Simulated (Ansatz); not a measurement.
Ansatz (a program for electronic structure) input file for C2H6F2OSi, SMILES COC[SiH](F)F, B3LYP-D3(BJ)/def2-SVP. 

Ansatz 0.2 input:
```yaml
crystal:
  periodic: [false, false, false]
  atoms:
    - {symbol: C, position_ang: [-2.92856849, -0.38215190, 0.43413070]}
    - {symbol: O, position_ang: [-1.59210098, -0.03311529, 0.68620243]}
    - {symbol: C, position_ang: [-0.69439335, -0.53533575, -0.28830749]}
    - {symbol: Si, position_ang: [1.04047221, 0.07751776, 0.16385777]}
    - {symbol: F, position_ang: [2.10040024, -0.70319228, -0.75161327]}
    - {symbol: F, position_ang: [1.23869217, 1.58329644, -0.33007757]}
    - {symbol: H, position_ang: [-3.52255964, 0.05659615, 1.23311611]}
    - {symbol: H, position_ang: [-3.26637715, 0.01236036, -0.53223650]}
    - {symbol: H, position_ang: [-3.06017722, -1.47165021, 0.43448451]}
    - {symbol: H, position_ang: [-0.74603008, -1.63431965, -0.31229800]}
    - {symbol: H, position_ang: [-0.99334973, -0.18508051, -1.28907203]}
    - {symbol: H, position_ang: [1.44463022, -0.01424391, 1.54265588]}
basis:
  gaussian:
    orbitals: def2-SVP
hamiltonian:
  xc: b3lyp
  dispersion: d3bj
relax: {f_tol: 0.002, max_steps: 200}
```

Log of the run:

```
WARN ansatz: RAYON_NUM_THREADS=1 ignored (pool sized by the plan → 1); use --threads N
Functional definition: B3LYP
integrals: 0.08 GiB planned
1241 factors; integrals over basis functions are off by at most 5.6e-4 eV
mean field: 0.55 GiB planned
mean field evaluation 1: about -17516.7079 eV, gradient 5.9e1 eV
mean field evaluation 2: about -17512.0884 eV, gradient 8.0e1 eV
mean field evaluation 4: about -17523.5136 eV, gradient 2.7e0 eV
mean field evaluation 8: about -17523.5528 eV, gradient 2.6e-1 eV
mean field evaluation 16: about -17523.5530 eV, gradient 1.6e-5 eV
mean field -17523.55296540 eV, -643.9786935876 hartree, gradient 1.6e-5 eV, S^2 0.000000; 0 other end points of the search recorded, 0 dependent functions left out
the calculation of the forces begins
reference -17523.55320928 eV, -643.9787025502 hartree; 29, 29 occupied and 89, 89 virtual orbitals, 1241 factors
relax step   1: F+E_penalty+E_count = -17523.92577337 eV  Δ(F+E_penalty+E_count) = +0.000e0 eV  max|allowed force component| = 9.814e-1 eV/Å  Δτ_max = 0.0000 Å  (27 SCF iters, accepted)
these checks for a lower state are left out or cut short: starts, cluster_reference, orbital_swaps, neighbouring_geometries, increment
integrals: 0.08 GiB planned
1241 factors; integrals over basis functions are off by at most 6.2e-4 eV
mean field: 0.55 GiB planned
mean field -17523.62759987 eV, -643.9814363538 hartree, gradient 7.6e-5 eV, S^2 0.000000; 0 other end points of the search recorded, 0 dependent functions left out
the calculation of the forces begins
reference -17523.62784464 eV, -643.9814453491 hartree; 29, 29 occupied and 89, 89 virtual orbitals, 1241 factors
relax step   2: F+E_penalty+E_count = -17524.00054918 eV  Δ(F+E_penalty+E_count) = -7.478e-2 eV  max|allowed force component| = 4.598e-1 eV/Å  Δτ_max = 0.0615 Å  (26 SCF iters, accepted)
these checks for a lower state are left out or cut short: starts, cluster_reference, orbital_swaps, neighbouring_geometries, increment
integrals: 0.08 GiB planned
1241 factors; integrals over basis functions are off by at most 6.5e-4 eV
mean field: 0.55 GiB planned
mean field -17523.64270444 eV, -643.9819914365 hartree, gradient 8.0e-5 eV, S^2 0.000000; 0 other end points of the search recorded, 0 dependent functions left out
the calculation of the forces begins
reference -17523.64294962 eV, -643.9820004466 hartree; 29, 29 occupied and 89, 89 virtual orbitals, 1241 factors
relax step   3: F+E_penalty+E_count = -17524.01602034 eV  Δ(F+E_penalty+E_count) = -1.547e-2 eV  max|allowed force component| = 7.219e-2 eV/Å  Δτ_max = 0.0444 Å  (26 SCF iters, accepted)
these checks for a lower state are left out or cut short: starts, cluster_reference, orbital_swaps, neighbouring_geometries, increment
integrals: 0.08 GiB planned
1241 factors; integrals over basis functions are off by at most 6.4e-4 eV
mean field: 0.55 GiB planned
mean field evaluation 32: about -17523.6440 eV, gradient 8.2e-5 eV
mean field -17523.64401314 eV, -643.9820395304 hartree, gradient 8.2e-5 eV, S^2 0.000000; 0 other end points of the search recorded, 0 dependent functions left out
the calculation of the forces begins
reference -17523.64425827 eV, -643.9820485389 hartree; 29, 29 occupied and 89, 89 virtual orbitals, 1241 factors
relax step   4: F+E_penalty+E_count = -17524.01744520 eV  Δ(F+E_penalty+E_count) = -1.425e-3 eV  max|allowed force component| = 5.601e-2 eV/Å  Δτ_max = 0.0209 Å  (25 SCF iters, accepted)
these checks for a lower state are left out or cut short: starts, cluster_reference, orbital_swaps, neighbouring_geometries, increment
integrals: 0.08 GiB planned
1241 factors; integrals over basis functions are off by at most 6.4e-4 eV
mean field: 0.55 GiB planned
mean field -17523.64428242 eV, -643.9820494262 hartree, gradient 8.1e-5 eV, S^2 0.000000; 0 other end points of the search recorded, 0 dependent functions left out
the calculation of the forces begins
reference -17523.64452768 eV, -643.9820584393 hartree; 29, 29 occupied and 89, 89 virtual orbitals, 1241 factors
relax step   5: F+E_penalty+E_count = -17524.01782416 eV  Δ(F+E_penalty+E_count) = -3.790e-4 eV  max|allowed force component| = 2.297e-2 eV/Å  Δτ_max = 0.0168 Å  (26 SCF iters, accepted)
these checks for a lower state are left out or cut short: starts, cluster_reference, orbital_swaps, neighbouring_geometries, increment
integrals: 0.08 GiB planned
1241 factors; integrals over basis functions are off by at most 6.2e-4 eV
mean field: 0.55 GiB planned
mean field -17523.64461707 eV, -643.9820617244 hartree, gradient 7.8e-5 eV, S^2 0.000000; 0 other end points of the search recorded, 0 dependent functions left out
the calculation of the forces begins
reference -17523.64486274 eV, -643.9820707527 hartree; 29, 29 occupied and 89, 89 virtual orbitals, 1241 factors
relax step   6: F+E_penalty+E_count = -17524.01814722 eV  Δ(F+E_penalty+E_count) = -3.231e-4 eV  max|allowed force component| = 2.531e-2 eV/Å  Δτ_max = 0.0427 Å  (25 SCF iters, accepted)
these checks for a lower state are left out or cut short: starts, cluster_reference, orbital_swaps, neighbouring_geometries, increment
integrals: 0.08 GiB planned
1241 factors; integrals over basis functions are off by at most 6.2e-4 eV
mean field: 0.55 GiB planned
mean field -17523.64471861 eV, -643.9820654560 hartree, gradient 1.5e-5 eV, S^2 0.000000; 0 other end points of the search recorded, 0 dependent functions left out
the calculation of the forces begins
reference -17523.64496435 eV, -643.9820744868 hartree; 29, 29 occupied and 89, 89 virtual orbitals, 1241 factors
relax step   7: F+E_penalty+E_count = -17524.01827899 eV  Δ(F+E_penalty+E_count) = -1.318e-4 eV  max|allowed force component| = 1.260e-2 eV/Å  Δτ_max = 0.0087 Å  (21 SCF iters, accepted)
these checks for a lower state are left out or cut short: starts, cluster_reference, orbital_swaps, neighbouring_geometries, increment
integrals: 0.08 GiB planned
1241 factors; integrals over basis functions are off by at most 6.2e-4 eV
mean field: 0.55 GiB planned
mean field -17523.64473648 eV, -643.9820661126 hartree, gradient 1.5e-5 eV, S^2 0.000000; 0 other end points of the search recorded, 0 dependent functions left out
the calculation of the forces begins
reference -17523.64498224 eV, -643.9820751440 hartree; 29, 29 occupied and 89, 89 virtual orbitals, 1241 factors
relax step   8: F+E_penalty+E_count = -17524.01830484 eV  Δ(F+E_penalty+E_count) = -2.585e-5 eV  max|allowed force component| = 4.526e-3 eV/Å  Δτ_max = 0.0053 Å  (21 SCF iters, accepted)
these checks for a lower state are left out or cut short: starts, cluster_reference, orbital_swaps, neighbouring_geometries, increment
integrals: 0.08 GiB planned
1241 factors; integrals over basis functions are off by at most 6.2e-4 eV
mean field: 0.55 GiB planned
mean field -17523.64474019 eV, -643.9820662491 hartree, gradient 1.6e-5 eV, S^2 0.000000; 0 other end points of the search recorded, 0 dependent functions left out
the calculation of the forces begins
reference -17523.64498598 eV, -643.9820752817 hartree; 29, 29 occupied and 89, 89 virtual orbitals, 1241 factors
relax step   9: F+E_penalty+E_count = -17524.01830849 eV  Δ(F+E_penalty+E_count) = -3.652e-6 eV  max|allowed force component| = 7.065e-3 eV/Å  Δτ_max = 0.0035 Å  (22 SCF iters, accepted)
these checks for a lower state are left out or cut short: starts, cluster_reference, orbital_swaps, neighbouring_geometries, increment
integrals: 0.08 GiB planned
1241 factors; integrals over basis functions are off by at most 6.1e-4 eV
mean field: 0.55 GiB planned
mean field evaluation 64: about -17523.6448 eV, gradient 6.0e-5 eV
mean field -17523.64476665 eV, -643.9820672213 hartree, gradient 6.0e-5 eV, S^2 0.000000; 0 other end points of the search recorded, 0 dependent functions left out
the calculation of the forces begins
reference -17523.64501245 eV, -643.9820762542 hartree; 29, 29 occupied and 89, 89 virtual orbitals, 1241 factors
relax step  10: F+E_penalty+E_count = -17524.01831549 eV  Δ(F+E_penalty+E_count) = -6.999e-6 eV  max|allowed force component| = 2.127e-3 eV/Å  Δτ_max = 0.0029 Å  (18 SCF iters, accepted)
these checks for a lower state are left out or cut short: starts, cluster_reference, orbital_swaps, neighbouring_geometries, increment
integrals: 0.08 GiB planned
1241 factors; integrals over basis functions are off by at most 6.1e-4 eV
mean field: 0.55 GiB planned
mean field -17523.64478007 eV, -643.9820677144 hartree, gradient 2.4e-5 eV, S^2 0.000000; 0 other end points of the search recorded, 0 dependent functions left out
the calculation of the forces begins
reference -17523.64502587 eV, -643.9820767475 hartree; 29, 29 occupied and 89, 89 virtual orbitals, 1241 factors
relax step  11: F+E_penalty+E_count = -17524.01831622 eV  Δ(F+E_penalty+E_count) = -7.298e-7 eV  max|allowed force component| = 6.692e-4 eV/Å  Δτ_max = 0.0013 Å  (19 SCF iters, accepted)
integrals: 0.08 GiB planned
1241 factors; integrals over basis functions are off by at most 6.1e-4 eV
mean field: 0.55 GiB planned
mean field -17523.64478007 eV, -643.9820677144 hartree, gradient 2.4e-5 eV, S^2 0.000000; 1 other end points of the search recorded, 0 dependent functions left out
the calculation of the forces begins
reference -17523.64502587 eV, -643.9820767475 hartree; 29, 29 occupied and 89, 89 virtual orbitals, 1241 factors
Total energy: -17524.01856202 eV, -643.9958039479 hartree
Atom 0 at    -2.912330    -0.355016     0.440783 Å, force     0.000669     0.000149     0.000170 eV/Å
Atom 1 at    -1.568572    -0.003062     0.647272 Å, force    -0.000331    -0.000179    -0.000188 eV/Å
Atom 2 at    -0.681873    -0.552336    -0.299463 Å, force     0.000083     0.000102    -0.000514 eV/Å
Atom 3 at     1.026926     0.080960     0.133844 Å, force    -0.000101     0.000267     0.000224 eV/Å
Atom 4 at     2.097588    -0.694536    -0.804207 Å, force    -0.000094     0.000020     0.000096 eV/Å
Atom 5 at     1.140094     1.652470    -0.232707 Å, force     0.000133    -0.000232     0.000102 eV/Å
Atom 6 at    -3.510389     0.121694     1.230635 Å, force    -0.000027    -0.000055     0.000040 eV/Å
Atom 7 at    -3.280204    -0.006443    -0.545054 Å, force    -0.000164     0.000020    -0.000141 eV/Å
Atom 8 at    -3.060682    -1.452558     0.493400 Å, force    -0.000030    -0.000049    -0.000001 eV/Å
Atom 9 at    -0.693068    -1.664481    -0.284138 Å, force    -0.000102    -0.000014     0.000167 eV/Å
Atom 10 at    -0.942236    -0.254734    -1.338462 Å, force    -0.000217    -0.000071     0.000103 eV/Å
Atom 11 at     1.405385    -0.101277     1.548939 Å, force     0.000181     0.000042    -0.000057 eV/Å
Dipole moment:    -0.449656    -0.313742     0.022210 e Å
```

The run converged.

Cost: roughly 90 core-seconds.
